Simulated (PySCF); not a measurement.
H₅N₂NbOS, SMILES [NH2][Nb]([NH2])([OH])=[S], multiplicity 1. Geometry optimised at PBE-D3(BJ)/def2-SVP. The multiplicity is an assumed one; no other spin state was optimised. The structure was generated by enumeration; whether it is a known compound was not checked. The def2 effective core potentials stand for the cores of Nb; spin–orbit coupling is left out. Other conformers were not sampled.

All values below come from PBE-D3(BJ)/def2-SVP in PySCF.

Harmonic wavenumbers (cm⁻¹): 117, 141, 143, 187, 194, 215, 256, 316, 412, 458, 471, 501, 517, 583, 669, 670, 701, 1443, 1446, 3456, 3459, 3558, 3558, 3772. Rotational constants (GHz): 2.839, 1.972, 1.921; symmetry number 1.

Question: Work out the zero-point energy and the ideal-gas rigid-rotor harmonic-oscillator thermochemistry at 298.15 K and 1 atm.

Answer: ZPE = ½ Σ hcν = ½ × 27244 cm⁻¹ = 38.95 kcal/mol. H − E(el) = 45.31 kcal/mol. Entropy in cal/(mol K): translation 41.37, rotation 27.79, vibration 23.37, total 92.53. G − E(el) = 17.72 kcal/mol. Cp = 33.04 cal/(mol K). Modes under 150 cm⁻¹ make the vibrational entropy uncertain.
